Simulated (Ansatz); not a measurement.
Consider the ligand exchange at the Si–S bond: `C=C(N)S[SiH3]` + `SC1CO1` → `[SiH3]SC1CO1` + `C=C(N)S`.

Computed with Ansatz on PBE0-D4/def2-TZVP structures; ΔE is electronic, products minus reactants. CCSD(T)/CBS adds triple-zeta CCSD(T) − MP2 to the extrapolated MP2 energy (def2 sets, frozen cores). Functionals use def2-TZVPP. B3LYP here is the variant with VWN-RPA as its local correlation; programs differ in this. Each species was taken in one conformer, which may not be the lowest.

```csv
level,ΔE (kJ/mol),difference from CCSD(T)/CBS
PBE-D4,2.9,-0.5
r2SCAN-D4,2.0,-1.4
B3LYP-D4,3.0,-0.4
ωB97M-V,3.7,0.3
B2PLYP,1.6,-1.8
PBE,1.2,-2.2
PBE0,1.3,-2.1
B3LYP,0.2,-3.2
HF/def2-TZVPP,-0.2,-3.6
MP2/def2-TZVPP,3.7,0.3
CCSD(T)/def2-TZVPP,3.8,0.4
MP2/def2-QZVPP,3.4,0.0
SCS-MP2/def2-QZVPP,3.1,-0.3
HF/CBS(def2),-0.6,-4.0
MP2/CBS(def2),3.3,-0.1
CCSD/CBS(def2),2.7,-0.7
CCSD(T)/CBS,3.4,0
```

Largest T1 diagnostic among the species: 0.012.

In def2-TZVPP, CCSD(T) changes the Hartree–Fock value by +4.0 kJ/mol (the triples alone add +0.7 kJ/mol) and MP2 by +3.9 kJ/mol.
